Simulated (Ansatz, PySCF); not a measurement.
Ge(F)3(OSiH3) (F₃GeH₃OSi), SMILES [F][Ge]([F])([F])[O][SiH3]. Atoms are numbered in the order given.

```xyz
9

F      1.6797    -0.3539    -1.2537
Ge     0.6394     0.0513     0.0373
F      1.4717    -0.2873     1.4882
F      0.3396     1.7365    -0.0265
O     -0.8375    -0.8243    -0.0534
Si    -2.4650    -0.4039    -0.1933
H     -2.6808     0.3614    -1.4529
H     -2.8732     0.4242     0.9758
H     -3.2225    -1.6807    -0.2203
```

Coordinates come from a r2SCAN-D4/def2-SVP optimisation. One conformer was computed; it need not be the lowest.

Two levels are set side by side: PBE-D3(BJ)/def2-SVP (Ansatz, a first-principles code) and r2SCAN-D4/def2-SVP (Ansatz). Each level has its own optimised geometry; the coordinates shown are those of the second. Frequencies come from the Hessian of PySCF at each geometry. Differences are taken from unrounded values.

```
quantity                            r2SCAN-D4
----------------------------------  ---------
mean bond length (Å)                    1.625
bond F1–Ge2 (Å)                         1.707
bond Ge2–F3 (Å)                         1.707
bond Ge2–F4 (Å)                         1.713
bond Ge2–O5 (Å)                         1.719
bond O5–Si6 (Å)                         1.687
bond Si6–H7 (Å)                         1.490
bond Si6–H8 (Å)                         1.490
bond Si6–H9 (Å)                         1.485
highest harmonic wavenumber (cm⁻¹)       2273
mean harmonic wavenumber (cm⁻¹)           777
zero-point energy (kcal/mol)            23.32
```

Problem. What does PBE-D3(BJ) give, and how far is it from r2SCAN-D4? (The exact figures need the calculation; the answer reports its results.)

Solution. 
```
quantity                            PBE-D3(BJ)  PBE-D3(BJ) minus r2SCAN-D4
----------------------------------  ----------  --------------------------
mean bond length (Å)                     1.641                       0.016
bond F1–Ge2 (Å)                          1.725                       0.019
bond Ge2–F3 (Å)                          1.725                       0.019
bond Ge2–F4 (Å)                          1.732                       0.020
bond Ge2–O5 (Å)                          1.742                       0.022
bond O5–Si6 (Å)                          1.704                       0.018
bond Si6–H7 (Å)                          1.501                       0.012
bond Si6–H8 (Å)                          1.501                       0.012
bond Si6–H9 (Å)                          1.497                       0.012
highest harmonic wavenumber (cm⁻¹)        2212                         -60
mean harmonic wavenumber (cm⁻¹)            751                         -26
zero-point energy (kcal/mol)             22.55                       -0.77
```
